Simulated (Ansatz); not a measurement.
Re₄ (the lowest singlet isomer of a short search). Charge 0, multiplicity 1. Geometry PBE-D4/def2-SVP, basis def2-TZVP, Ansatz.

```csv
atom,x (Å),y (Å),z (Å)
Re1,0.565,1.341,0.670
Re2,-0.690,-0.403,1.388
Re3,0.690,0.403,-1.388
Re4,-0.565,-1.341,-0.670
```

| run | HOMO (eV) | LUMO (eV) |
| --- | --- | --- |
| A | -4.88 | -2.63 |
| B | -4.80 | -2.82 |
| C | -5.81 | -1.99 |
| D | -4.24 | -3.15 |
| E | -6.54 | -1.36 |
| F | -4.20 | -3.27 |

In the def2 sets Re takes a core potential; there is no spin–orbit coupling. B3LYP takes the VWN-RPA correlation. The order of the spin states hangs on the level: the triplet lies 0.19 eV below the singlet at PBE0-D4/def2-TZVP, but 0.18 eV above it at B3LYP-D4/def2-TZVP. The triplet is doubtful at PBE0-D4/def2-TZVP (⟨S²⟩ 3.52, where a pure state has 2.00). The triplet is doubtful at B3LYP-D4/def2-TZVP (⟨S²⟩ 2.78, where a pure state has 2.00). The structure comes from a short search, and lower isomers may exist.

Q: The runs used B3LYP, CAM-B3LYP, PBE, PBE0, r2SCAN, ωB97M-V. Estimate which is which.

A: A PBE0 (25 % exact exchange); B B3LYP (20 % exact exchange); C CAM-B3LYP (range-separated); D r2SCAN (0 % exact exchange); E ωB97M-V (range-separated); F PBE (0 % exact exchange). Exact exchange lowers occupied and raises empty levels; among semilocal functionals meta-GGAs tend to open the gap a little, and such runs are hard to tell apart. The gap grows from 0.93 eV (PBE) to 5.19 eV (ωB97M-V). The restricted singlet is unstable towards broken spin symmetry in Hartree–Fock (as tested in another run); at PBE0-D4/def2-TZVP, B3LYP-D4/def2-TZVP, CAM-B3LYP-D4/def2-TZVP, r2SCAN-D4/def2-TZVP and others this wasn't settled.
